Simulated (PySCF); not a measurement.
PbCl2, SMILES [Pb]([Cl])[Cl] (connectivity only; charge and spin as stated), neutral, multiplicity 1.

Geometry optimised at B3LYP-D3(BJ)/def2-TZVP. The isomer is the one that the SMILES or the coordinates give; other isomers of the formula were not compared. The def2 effective core potentials stand for the cores of Pb; spin–orbit coupling is left out.

Method: TDDFT-M06-2X/def2-SVPD (PySCF).

Vertical excitations. Isolated molecule, no solvent. State labels are in the subgroup C2v.

Problem. Give excitation energies, oscillator strengths and character. (Estimate from the structure and the level; the computed values follow.)

Solution. 
```json
[
 {"state": "S1", "symmetry": "B1", "energy (eV)": "4.12", "λ (nm)": "301", "f": "0.016", "main pairs": "HOMO→LUMO 99 %"},
 {"state": "S2", "symmetry": "A2", "energy (eV)": "4.51", "λ (nm)": "275", "f": "0.000", "main pairs": "HOMO−1→LUMO 99 %"},
 {"state": "S3", "symmetry": "B2", "energy (eV)": "4.98", "λ (nm)": "249", "f": "0.019", "main pairs": "HOMO−2→LUMO 93 %"},
 {"state": "S4", "symmetry": "B1", "energy (eV)": "5.23", "λ (nm)": "237", "f": "0.007", "main pairs": "HOMO−4→LUMO 99 %"},
 {"state": "S5", "symmetry": "A1", "energy (eV)": "5.41", "λ (nm)": "229", "f": "0.001", "main pairs": "HOMO−3→LUMO 89 %"},
 {"state": "S6", "symmetry": "A2", "energy (eV)": "5.74", "λ (nm)": "216", "f": "0.000", "main pairs": "HOMO−5→LUMO 98 %"},
 {"state": "S7", "symmetry": "B2", "energy (eV)": "6.23", "λ (nm)": "199", "f": "0.008", "main pairs": "HOMO−1→LUMO+1 50 %, HOMO→LUMO+2 39 %"},
 {"state": "S8", "symmetry": "A1", "energy (eV)": "6.24", "λ (nm)": "199", "f": "0.178", "main pairs": "HOMO→LUMO+1 81 %"},
 {"state": "S9", "symmetry": "A2", "energy (eV)": "6.48", "λ (nm)": "191", "f": "0.000", "main pairs": "HOMO−2→LUMO+1 83 %"},
 {"state": "S10", "symmetry": "A1", "energy (eV)": "6.61", "λ (nm)": "187", "f": "0.007", "main pairs": "HOMO−1→LUMO+2 85 %"},
 {"state": "T1", "symmetry": "B1", "energy (eV)": "3.41", "λ (nm)": "363", "f": "0", "main pairs": "HOMO→LUMO 91 %"},
 {"state": "T2", "symmetry": "A2", "energy (eV)": "4.44", "λ (nm)": "279", "f": "0", "main pairs": "HOMO−1→LUMO 98 %"},
 {"state": "T3", "symmetry": "B2", "energy (eV)": "4.52", "λ (nm)": "274", "f": "0", "main pairs": "HOMO−2→LUMO 97 %"},
 {"state": "T4", "symmetry": "A1", "energy (eV)": "4.89", "λ (nm)": "254", "f": "0", "main pairs": "HOMO−3→LUMO 96 %"}
]
```
Triplets are in the Tamm–Dancoff approximation, which puts them higher than full response would, so one can lie above its singlet here.
